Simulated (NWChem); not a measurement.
All runs are NWChem calculations. System: Br (-1), charge -1, spin multiplicity 1. Level: RHF/def2-TZVPD.

NWChem printed:

```
             Northwest Computational Chemistry Package (NWChem) 7.3.0
             --------------------------------------------------------

                                NWChem Input Module
                                -------------------

 Scaling coordinates for geometry "geometry" by  1.889725989
 (inverse scale =  0.529177249)

                             Geometry "geometry" -> ""
                             -------------------------

 Output coordinates in angstroms (scale by  1.889725989 to convert to a.u.)

  No.       Tag          Charge          X              Y              Z
 ---- ---------------- ---------- -------------- -------------- --------------
    1 Br                  35.0000     0.00000000     0.00000000     0.00000000

 Effective nuclear repulsion energy (a.u.)       0.0000000000

            Nuclear Dipole moment (a.u.)
            ----------------------------
        X                 Y               Z
 ---------------- ---------------- ----------------
     0.0000000000     0.0000000000     0.0000000000

      Symmetry information
      --------------------

 Group name             D2h
 Group number             26
 Group order               8
 No. of unique centers     1

      Symmetry unique atoms

     1


 Summary of "ao basis" -> "" (spherical)
 ------------------------------------------------------------------------------
       Tag                 Description            Shells   Functions and Types
 ---------------- ------------------------------  ------  ---------------------
 *                         def2-tzvpd                 on all atoms

 Summary of "ao basis" -> "ao basis" (spherical)
 ------------------------------------------------------------------------------
       Tag                 Description            Shells   Functions and Types
 ---------------- ------------------------------  ------  ---------------------
 Br                        def2-tzvpd               19       57   7s6p5d1f

                                 NWChem SCF Module
                                 -----------------

  ao basis        = "ao basis"
  functions       =    57
  atoms           =     1
  closed shells   =    18
  open shells     =     0
  charge          =  -1.00
  wavefunction    = RHF
  use symmetry    = T
  symmetry adapt  = T

 Summary of "ao basis" -> "ao basis" (spherical)
 ------------------------------------------------------------------------------
       Tag                 Description            Shells   Functions and Types
[...]
              1
    1 -489.7186
    2  -64.8608
    3  -58.2153
    4  -58.2153
    5  -58.2153
    6   -9.5331
    7   -7.1409
    8   -7.1409
    9   -7.1409
   10   -2.8818
   11   -2.8818
   12   -2.8818
   13   -2.8818
   14   -2.8818
   15   -0.6855
   16   -0.1393
   17   -0.1393
   18   -0.1393
   19    0.2268
   20    0.2268
   21    0.2268
   22    0.3222
   23    0.4115
   24    0.4115
   25    0.4115
   26    0.4115
   27    0.4115
   28    0.6980

                       ROHF Final Molecular Orbital Analysis
                       -------------------------------------

 Vector   16  Occ=2.000000D+00  E=-1.393497D-01  Symmetry=b3u
              MO Center= -3.9D-17,  1.9D-32, -8.2D-33, r^2= 1.8D+00
   Bfn.  Coefficient  Atom+Function         Bfn.  Coefficient  Atom+Function
  ----- ------------  ---------------      ----- ------------  ---------------
    17      0.490226  1 Br px                20      0.359118  1 Br px
    11     -0.332041  1 Br px                14      0.291821  1 Br px

 Vector   17  Occ=2.000000D+00  E=-1.393497D-01  Symmetry=b1u
              MO Center= -2.3D-33,  9.1D-33, -5.7D-17, r^2= 1.8D+00
   Bfn.  Coefficient  Atom+Function         Bfn.  Coefficient  Atom+Function
  ----- ------------  ---------------      ----- ------------  ---------------
    19      0.490226  1 Br pz                22      0.359118  1 Br pz
    13     -0.332041  1 Br pz                16      0.291821  1 Br pz

 Vector   18  Occ=2.000000D+00  E=-1.393497D-01  Symmetry=b2u
              MO Center= -3.3D-32,  3.9D-17, -1.4D-32, r^2= 1.8D+00
   Bfn.  Coefficient  Atom+Function         Bfn.  Coefficient  Atom+Function
  ----- ------------  ---------------      ----- ------------  ---------------
    18      0.490226  1 Br py                21      0.359118  1 Br py
    12     -0.332041  1 Br py                15      0.291821  1 Br py

 Vector   19  Occ=0.000000D+00  E= 2.268165D-01  Symmetry=b2u
              MO Center=  3.9D-32, -1.8D-18,  2.9D-31, r^2= 1.5D+01
   Bfn.  Coefficient  Atom+Function         Bfn.  Coefficient  Atom+Function
  ----- ------------  ---------------      ----- ------------  ---------------
    24      1.277714  1 Br py                21     -0.677669  1 Br py

 Vector   20  Occ=0.000000D+00  E= 2.268165D-01  Symmetry=b1u
              MO Center= -3.2D-31,  8.6D-31,  1.1D-17, r^2= 1.5D+01
   Bfn.  Coefficient  Atom+Function         Bfn.  Coefficient  Atom+Function
  ----- ------------  ---------------      ----- ------------  ---------------
    25      1.277714  1 Br pz                22     -0.677669  1 Br pz

 Vector   21  Occ=0.000000D+00  E= 2.268165D-01  Symmetry=b3u
              MO Center= -2.3D-17, -3.0D-31,  1.7D-32, r^2= 1.5D+01
   Bfn.  Coefficient  Atom+Function         Bfn.  Coefficient  Atom+Function
  ----- ------------  ---------------      ----- ------------  ---------------
    23      1.277714  1 Br px                20     -0.677669  1 Br px

 center of mass
 --------------
 x =   0.00000000 y =   0.00000000 z =   0.00000000

 moments of inertia (a.u.)
 ------------------
           0.000000000000           0.000000000000           0.000000000000
           0.000000000000           0.000000000000           0.000000000000
           0.000000000000           0.000000000000           0.000000000000

  Mulliken analysis of the total density
  --------------------------------------

    Atom       Charge   Shell Charges
 -----------   ------   -------------------------------------------------------
    1 Br  35    36.00   2.00  2.00  1.16  0.78  0.96  1.03  0.07  6.00  5.94  1.26  2.75  1.85  0.21  8.99  1.02 -0.02  0.02 -0.00  0.00

       Multipole analysis of the density wrt the origin
       ------------------------------------------------

     L   x y z        total         open         nuclear
     -   - - -        -----         ----         -------
     0   0 0 0     -1.000000      0.000000     35.000000

     1   1 0 0      0.000000      0.000000      0.000000
     1   0 1 0     -0.000000      0.000000      0.000000
     1   0 0 1     -0.000000      0.000000      0.000000

     2   2 0 0    -17.849015      0.000000      0.000000
     2   1 1 0      0.000000      0.000000      0.000000
     2   1 0 1      0.000000      0.000000      0.000000
     2   0 2 0    -17.849015      0.000000      0.000000
     2   0 1 1     -0.000000      0.000000      0.000000
     2   0 0 2    -17.849015      0.000000      0.000000

 Task  times  cpu:        0.5s     wall:        0.5s

 Total times  cpu:        0.5s     wall:        0.5s
```

### Question
Write an NWChem input that would produce this output.

### Answer
Several could match; the one computed here: 
```
start mol
memory heap 200 mb stack 900 mb global 1100 mb
charge -1
geometry units angstroms nocenter noautoz
  Br     0.000000     0.000000     0.000000
  symmetry group D2h
end
basis spherical
  * library def2-tzvpd
end
scf
  rhf
  nopen 0
  maxiter 100
  thresh 1e-7
  semidirect memsize 60000000 filesize 0
end
task scf energy
```
